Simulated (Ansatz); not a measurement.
The cluster Co₂Si₂⁺. Charge 1, multiplicity 2. Geometry PBE-D4/def2-SVP; atoms count from 1.

```csv
atom,x (Å),y (Å),z (Å)
Co1,0.622,-1.201,-0.256
Co2,-1.297,-0.109,-0.121
Si3,0.253,0.364,1.346
Si4,0.422,0.945,-0.969
```

The relaxed charge 1 doublet is spin-contaminated (final ⟨S²⟩ up to 2.53, 0.75 for a pure state). No other spin state of charge 1 was run. The geometry of the doublet was relaxed on an unsound state (⟨S²⟩ 1.60, where a pure state has 0.75). The structure comes from a short search, and lower isomers may exist.

Question: Estimate the Mulliken populations from the PBE0/def2-TZVP orbitals of Ansatz.

Answer: 
```csv
atom,charge (e),spin (α − β),d electrons
Co1,0.37,2.11,7.70
Co2,0.32,-1.81,7.79
Si3,0.15,0.35,–
Si4,0.15,0.35,–
```
Mulliken values and Mayer orders depend strongly on the basis.

Question: Where does the spin sit?

Answer: Summed by element: Co 0.29, Si 0.71, of 1 unpaired in all. Largest on single atoms: Co1 2.11, Co2 -1.81, Si3 0.35.

Question: And the Mayer bond orders between bonded heavy atoms (over 0.3)?

Answer: Co1–Co2 0.61 (2.21 Å); Co1–Si3 0.88 (2.27 Å); Co1–Si4 0.88 (2.27 Å); Co2–Si3 1.00 (2.19 Å); Co2–Si4 1.00 (2.19 Å); Si3–Si4 1.05 (2.39 Å).
